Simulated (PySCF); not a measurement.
# Where the electron goes

Species: cyclooctatetraene, C₈H₈.
Z-matrix (Å and degrees, PBE0-D3(BJ)/def2-SVP geometry), rows numbered from 1:
```
C 
C   1  1.3424
C   2  1.4682  1  127.19
C   3  1.3421  2  127.26  1    54.92
C   4  1.4683  3  127.08  2     0.07
C   5  1.3420  4  127.11  3   -55.02
C   6  1.4682  5  127.16  4     0.06
C   7  1.3421  6  127.19  5    55.09
H   1  1.0972  2  117.41  3   174.89
H   2  1.0973  1  117.38  3  -174.89
H   3  1.0975  2  115.22  1  -129.94
H   4  1.0977  3  117.43  2   175.07
H   5  1.0976  4  115.30  3   129.84
H   6  1.0975  5  117.43  4  -175.05
H   7  1.0975  6  115.26  5  -129.97
H   8  1.0975  1  115.25  2   130.08
```

The calculation used PySCF 2.14.0, density-fitted response routines, TDDFT CAM-B3LYP/def2-SVPD, vertical, gas phase, core orbitals frozen in the response.

Kohn–Sham orbitals with the atoms that hold most of them (Löwdin shares over 4%, at most four atoms; ? is withheld):

```csv
orbital,ε (eV),atoms
HOMO-3,-10.38,"C1 11%, C2 11%, C8 11%, C3 11%"
HOMO-2,-9.13,"C5 15%, C1 15%, C4 14%, C8 13%"
HOMO-1,-9.13,"C7 15%, C3 15%, C6 14%, C2 13%"
HOMO,-7.39,"C2 12%, C1 12%, C7 12%, C4 11%"
LUMO,-0.33,?
LUMO+1,1.43,"C6 13%, C2 13%, C7 13%, C3 13%"
LUMO+2,1.43,"C4 13%, C8 13%, C5 13%, C1 13%"
```

(1) Which atoms hold the LUMO, and with what shares?

## Answers

(1) C2 (bonded to 2 C and H) 11%; C1 (bonded to 2 C and H) 11%; C7 (bonded to 2 C and H) 11%; C4 (bonded to 2 C and H) 11%.

Within 0.005 eV of a neighbour in this list lie HOMO-2/HOMO-1 and LUMO+1/LUMO+2 (point group found: D2d); within a degenerate set the shares of single atoms can hang on how the components are chosen.

How does S1 compare with the orbital gap of 7.06 eV?

S1 is at 3.69 eV (f = 0.0000), 3.37 eV below the gap, made of HOMO→LUMO (100%). 

Next come S2 at 5.61 eV (f 0.0025), HOMO-2/HOMO-1→LUMO (≥56%), HOMO→LUMO+1/LUMO+2 (≥39%); S3 at 5.61 eV (f 0.0024), HOMO-2/HOMO-1→LUMO (≥56%), HOMO→LUMO+1/LUMO+2 (≥39%); S4 at 6.29 eV (f 0.019), HOMO→LUMO+3 (87%); S5 at 6.29 eV (f 0.333), HOMO→LUMO+1/LUMO+2 (≥52%), HOMO-2/HOMO-1→LUMO (≥36%).

Orbitals of the list HOMO-3 to LUMO+2 that lie within 0.01 eV of each other are written together with a slash and their weights summed (≥ marks a lower bound); for degenerate orbitals outside that list single weights are arbitrary.

One conformer stands for the species.
